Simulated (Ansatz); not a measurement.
C₂H₇NOSi, SMILES `N[Si]1(O)CC1`. Total charge 0; spin multiplicity 1. All single points use the PBE0-D4/def2-TZVP geometry. It is one conformer, not always the lowest.

```xyz
12

N     1.484    0.766   -0.888
Si    0.432   -0.248   -0.009
O     1.238   -1.553    0.570
C    -1.340   -0.501   -0.311
C    -0.970    0.495    0.879
H     1.958    0.438   -1.714
H     1.301    1.755   -0.932
H     2.091   -1.366    0.967
H    -1.837   -0.031   -1.155
H    -1.838   -1.415   -0.002
H    -1.273    1.527    0.730
H    -1.247    0.133    1.865
```

Question: What is the dipole moment at B3LYP/def2-TZVPP? (Best estimate.)

Answer: The calculation gave: 2.15 D, with components (1.44, 1.42, -0.74) D in this frame, pointing from negative to positive charge.

Question: And with PBE, r2SCAN, ωB97M-V? (Best estimate.)

Answer: Computed: PBE 2.07 D, r2SCAN 2.12 D, ωB97M-V 2.20 D.

Question: Give the Mulliken charges with B3LYP, PBE, ωB97M-V in def2-TZVPP. (Estimate.)

Answer: Computed: 
```tsv
atom	B3LYP	PBE	ωB97M-V
N1	-0.42	-0.41	-0.38
Si2	0.60	0.47	0.61
O3	-0.41	-0.37	-0.39
C4	-0.28	-0.25	-0.32
C5	-0.30	-0.27	-0.34
H6	0.14	0.16	0.12
H7	0.15	0.16	0.12
H8	0.19	0.19	0.18
H9	0.08	0.08	0.10
H10	0.09	0.08	0.10
H11	0.08	0.07	0.09
H12	0.09	0.08	0.10
```

B3LYP here is the variant with VWN-RPA as its local correlation; programs differ in this.
